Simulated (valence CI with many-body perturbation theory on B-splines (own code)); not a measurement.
Questions on Bi XI

Method: configuration interaction combined with many-body perturbation theory (CI+MBPT): five valence electrons over a frozen Dirac-Fock core [Xe] 4f14, radial functions for each j: 7 s, 7 p, 8 d, 6 f, 4 g, 1 h, with the one-electron correlation potential Σ1, the two-electron term Σ2, the three-electron term Σ3, Breit, model QED; selected CI, second order for the rest, scaled by the run's own slope (own B-spline code, finite nucleus).

No measured spectrum was set against this ion. As an estimate, terms of the open shell hold to 2 to 4 % of their energy, and close levels can change places. Among the levels kept, up to 460 cm⁻¹ of a level comes from second order outside the variational space, and about a tenth of that is noise between levels of different J, which matters for small intervals. Only levels of the ground parity were solved; by the run's estimate the other parity begins above the list, which can be wrong where configurations are misplaced.

Levels are named by their leading jj configuration (3d3/2^4 stands for four electrons in 3d with j = 3/2), which in mixed levels can hold well under half, so a name can repeat and another be missing.

Rates and lifetimes use the calculated energies. Strong lines usually hold to 10 to 20 %, long lifetimes can be off by a factor of two.

(1) What is the ground level?

(2) What is the ionisation energy?

(3) How well does LS coupling describe the low levels?

## Answers

(1) (5d3/2^4 5d5/2) J=5/2, composition 50 % 5d⁵ ⁶S + 28 % 5d⁵ ⁴P + 9 % 5d⁵ ²D, g = 1.701.

(2) 183.95 eV; NIST lists 183 ± 2.4 eV (theoretical).

(3) Among the lowest 20 levels the leading LS term, summed over configurations, holds 50 % on average. For single configurations the figures are 50 % in LS and 80 % in jj coupling. Terms mix most in the J = 5/2 level at 2.718 eV, where the leading one holds 26 %.
